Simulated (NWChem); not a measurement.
MgO; SMILES [O]=[Mg]

```xyz
2

Mg     0.0000     0.0000    -0.6971
O      0.0000     0.0000     1.0456
```
Atoms are numbered in this order, from 1.

All runs: NWChem. Pople sets run with spherical d functions. Coordinates come from a B3LYP/6-31G* (spherical d) optimisation.

**Question.** Taking PBE/def2-QZVP as the yardstick, which of these has the fewest basis functions while keeping “dipole (D)” within 0.1 D of it: PBE/3-21G; PBE/6-311++G**; PBE/def2-TZVPD; PBE/6-311G**; PBE/6-31+G*; PBE/6-31G*?

**Answer.** PBE/6-31+G* (a larger set in the list lies outside the tolerance).
```csv
level,basis functions,dipole (D)
PBE/3-21G,22,4.71
PBE/6-31G*,32,5.96
PBE/6-31+G*,40,7.04
PBE/6-311G**,44,6.23
PBE/6-311++G**,52,7.09
PBE/def2-TZVPD,75,7.09
PBE/def2-QZVP,108,7.07
```

The yardstick is one finite set, not the basis-set limit.
